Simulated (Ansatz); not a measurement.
C₃H₇O (SMILES C[C-](C)O), charge -1, singlet, at a GFN2-xTB geometry (a gas-phase anion, which may not be bound at this level), with bond 7-5 at 2.4 times its length; CASSCF(2,3)/STO-3G (Ansatz, a quantum-chemistry and plane-wave program).

Input for Ansatz:
Ansatz 0.2 input:
```yaml
crystal:
  periodic: [false, false, false]
  atoms:
    - {symbol: O, position_ang: [0.07243737, 1.40320982, -0.19733602]}
    - {symbol: C, position_ang: [-0.00374291, 0.03902709, 0.51456769]}
    - {symbol: H, position_ang: [0.67877388, 1.90342080, 0.35574421]}
    - {symbol: C, position_ang: [-1.29548155, -0.57666788, -0.04347091]}
    - {symbol: C, position_ang: [1.16825520, -0.77939168, -0.07495182]}
    - {symbol: H, position_ang: [-1.32161314, -0.69032542, -1.14781489]}
    - {symbol: H, position_ang: [1.13893704, -1.06004698, -2.72644720]}
    - {symbol: H, position_ang: [-2.15685030, 0.03773779, 0.23654104]}
    - {symbol: H, position_ang: [2.12944108, -0.31822607, 0.18678398]}
    - {symbol: H, position_ang: [-1.44057069, -1.57307732, 0.39121968]}
    - {symbol: H, position_ang: [1.16109647, -1.78668206, 0.35908608]}
basis:
  gaussian:
    orbitals: STO-3G
hamiltonian:
  xc: hf
total_charge: -1
magnetization: {spin_polarized: false}
correlation: {active_space: {window: {electrons: 2, orbitals: 3}}}
```

Output, abridged:

```
Functional definition: HF
380 factors; integrals over basis functions are off by at most 3.8e-5 eV
mean field evaluation 1: about -5153.6625 eV, gradient 2.9e1 eV
mean field evaluation 2: about -5153.9004 eV, gradient 2.9e1 eV
mean field evaluation 4: about -5158.6447 eV, gradient 8.4e0 eV
mean field evaluation 8: about -5159.1059 eV, gradient 1.4e-1 eV
mean field -5159.09922803 eV, -189.5933996671 hartree, gradient 1.8e-6 eV, S^2 0.000000; 0 other end points of the search recorded, 0 dependent functions left out
reference -5159.09922803 eV, -189.5933996671 hartree; 17, 17 occupied and 10, 10 virtual orbitals, 380 factors
state -5162.29550540 eV, -189.7108606938 hartree
Total energy: -5162.29550540 eV, -189.7108606938 hartree
```
